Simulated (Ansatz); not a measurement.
Start from `C[Si](C)(C)[Se][Si](Cl)(Cl)Cl` and change one atom or group to get `CC(C)(C)[Se][Si](C)(C)C`.

Ansatz, PBE0-D4/def2-TZVP geometries, multiplicity 1. Each molecule was computed in one conformer, which needn't be the lowest.

Scalar relativity is left out up to krypton.

| property | `C[Si](C)(C)[Se][Si](Cl)(Cl)Cl` |
| --- | --- |
| HOMO–LUMO gap (PBE0/def2-TZVPP) / eV | 6.69 |
| HOMO energy (B3LYP/def2-TZVPP) / eV | -7.00 |
| HOMO–LUMO gap (B3LYP/def2-TZVPP) / eV | 6.20 |
| LUMO energy (ωB97M-V/def2-TZVPP) / eV | 1.35 |
| size of the dipole moment (ωB97M-V/def2-TZVPP) / D | 3.16 |
| LUMO energy (PBE/def2-TZVPP) / eV | -1.48 |

Question: Give the same properties after the change, and the shifts. (An estimate is asked.)

Answer: Computed: 
| property | `CC(C)(C)[Se][Si](C)(C)C` | shift |
| --- | --- | --- |
| HOMO–LUMO gap (PBE0/def2-TZVPP) / eV | 6.47 | -0.22 |
| HOMO energy (B3LYP/def2-TZVPP) / eV | -5.93 | 1.07 |
| HOMO–LUMO gap (B3LYP/def2-TZVPP) / eV | 6.04 | -0.16 |
| LUMO energy (ωB97M-V/def2-TZVPP) / eV | 2.14 | 0.79 |
| size of the dipole moment (ωB97M-V/def2-TZVPP) / D | 1.70 | -1.46 |
| LUMO energy (PBE/def2-TZVPP) / eV | -0.60 | 0.88 |

With PBE0 the HOMO rises by 1.10 eV and the LUMO rises by 0.88 eV, so the gap narrows by about 0.22 eV. PBE moves the HOMO by 1.06 eV and ωB97M-V by 1.05 eV. Dipoles are sizes alone; their direction can turn.

B3LYP here is the variant with VWN-RPA as its local correlation; programs differ in this.

Spin–orbit coupling is left out; it splits and shifts lone-pair levels of the heavy atoms by tenths of an eV.
